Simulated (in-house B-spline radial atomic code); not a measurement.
How G0W0 and RPA depend on the start: Sr8+

Configuration [Ar] 3d10 4s2. Computed with a B-spline radial code for spherical atoms: all electrons, non-relativistic, point nucleus, each spin shell either full or empty, empty states to l = 9 with an (l + 1/2)⁻⁴ tail; G0W0 by contour deformation at full frequency.

Without relativity these are model numbers: it shifts the levels of so heavy an element strongly and can reorder them.

| start | mean-field 4s (eV) | G0W0 (eV) | QP weight | RPA correlation (Eh) |
| --- | --- | --- | --- | --- |
| Hartree-Fock | -153.75 | -156.12 | 0.981 | -2.1339 |
| LDA VWN5 | -148.68 | -156.70 | 0.967 | -2.3075 |
| PBE | -148.11 | -156.63 | 0.968 | -2.3039 |
| PBE0 | -149.79 | -156.48 | 0.972 | -2.2564 |
| r2SCAN | -148.34 | -156.58 | 0.969 | -2.2745 |
| HSE06 | -149.59 | -156.51 | 0.971 | -2.2601 |
| B3LYP (VWN-RPA) | -149.84 | -156.53 | 0.971 | -2.2669 |
| SCAN | -148.54 | -156.57 | 0.969 | -2.2733 |
| TPSS | -147.92 | ? | ? | ? |
| BHandHLYP | -151.62 | -156.36 | 0.975 | -2.2135 |
| CAM-B3LYP | -151.78 | -156.45 | 0.974 | -2.2502 |
| LC-wPBE | -153.32 | -156.42 | 0.976 | -2.2555 |
| wB97X | -152.85 | -156.36 | 0.976 | -2.2436 |
| PBEsol | -148.10 | -156.65 | 0.968 | -2.3051 |
| BLYP | -148.32 | -156.65 | 0.968 | -2.3052 |
| r2SCAN0 | -150.00 | ? | ? | ? |
| LDA exchange-only | -146.96 | -156.71 | 0.969 | -2.3075 |

(1) What G0W0 level, weight and RPA correlation energy follow from the r2SCAN0 start?

(2) What G0W0 level, weight and RPA correlation energy follow from the TPSS start?

(3) How much of the dependence on the start does G0W0 remove?

Results:

(1) G0W0 level -156.45 eV, weight 0.973, RPA correlation -2.2364 hartree.

(2) G0W0 level -156.63 eV, weight 0.968, RPA correlation -2.2957 hartree.

(3) The mean-field levels span 6.8 eV and the G0W0 levels 0.597 eV. Against 158.33 ± 0.25 eV (NIST, semi-empirical) the G0W0 removal energies are off by -2.21 to -1.62 eV, with relativity, Breit and QED terms left out.
